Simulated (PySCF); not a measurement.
**Reproducing measurements on n-propyl bromide**

**What was measured.**

From NIST CCCBDB Release 22 (SRD 101), experimental polarizabilities, for the gas: mean polarisability 9.07 Å³.

How close the calculation comes is told at the end.

Compound: n-propyl bromide, C₃H₇Br.
Atom-mapped SMILES: `[CH3:1][CH2:2][CH2:3][Br:4]` (hydrogens: H5, H6, H7 on C1; H8, H9 on C2; H10, H11 on C3)

Geometry (PBE0-D3(BJ)/def2-TZVP, Å), atoms numbered from 1 in this order:
```xyz
11
C3H7Br angstrom
C     -1.0168    0.5481    0.3093
C     -0.1951   -0.6084   -0.2270
C      1.0014   -0.1904   -1.0472
Br     2.3360    0.7620    0.0126
H     -0.4273    1.1636    0.9912
H     -1.3672    1.1914   -0.5026
H     -1.8923    0.1859    0.8510
H      0.1383   -1.2514    0.5927
H     -0.8168   -1.2354   -0.8785
H      1.5296   -1.0447   -1.4654
H      0.7298    0.4939   -1.8502
```

Runs made with PySCF (gas phase, on this PBE0-D3(BJ)/def2-TZVP geometry; no spin–orbit coupling):

```tsv
level	job	basis functions	wall time
CAM-B3LYP/aug-cc-pVTZ	10 singlets by full TDDFT, 4 Tamm–Dancoff triplets, polarisability	358	79 s
PBE0/aug-cc-pVTZ	10 singlets by full TDDFT, 4 Tamm–Dancoff triplets, polarisability, dynamic polarisability	358	77 s
wB97X-D/aug-cc-pVTZ	10 singlets by full TDDFT, 4 Tamm–Dancoff triplets, polarisability, ΔSCF ions	358	5.5 min
```

Hardware: Intel Xeon Platinum 8259CL at 2.50 GHz, one thread, shared host.

Results beside the measurements:

**Mean polarisability.** Measured: 9.07 Å³ (NIST CCCBDB Release 22 (SRD 101), experimental polarizabilities).

```tsv
level	computed (Å³)	computed − measured (Å³)	% (from the printed values)
CAM-B3LYP/aug-cc-pVTZ	9.02	-0.05	-1
PBE0/aug-cc-pVTZ	9.08	+0.01	0
wB97X-D/aug-cc-pVTZ	9.04	-0.03	0
```

Closest is PBE0/aug-cc-pVTZ (+0.01 Å³), furthest CAM-B3LYP/aug-cc-pVTZ (-0.05 Å³); one molecule doesn't rank methods. The computed values are static and purely electronic, with core orbitals frozen in the response (1 au = 0.148185 Å³). The table of measured values doesn't say here whether a value is static or optical, or holds a vibrational part. The measurement averages over conformers, the calculation has one.

No measured geometry was used, and the causes of the misses weren't examined.
